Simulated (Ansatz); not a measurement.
Basis-set extrapolation for Cl2H4OSi2 (`Cl[SiH2]O[SiH2]Cl`) (PBE0-D4/def2-TZVP geometry, frozen core, Ansatz). Multiplicity 1, RHF reference.

```
                       def2-TZVPP    def2-QZVPP
                 HF  -1574.356884  -1574.405338
    MP2 correlation     -0.848605     -0.926788
CCSD(T) correlation     -0.942846       not run
```

Energies in hartree. Use E(X) = E(∞) + A·exp(−7.88·√X) for Hartree–Fock and E(X) = E(∞) + B·X^(−2.97) for correlation, with X = 3 and 4, and add CCSD(T) minus MP2 of the smaller set to the MP2 limit.

Q: What is the CCSD(T) energy at the basis-set limit?

A: HF limit: -1574.405338 + (-0.048454) × 0.13774 = -1574.41201. MP2 limit: -0.926788 + (-0.078183) × 0.74074 = -0.98470. Higher-order term: -0.942846 − (-0.848605) = -0.09424. Total: -1575.49095 hartree, 5.20 eV below CCSD(T)/def2-TZVPP.
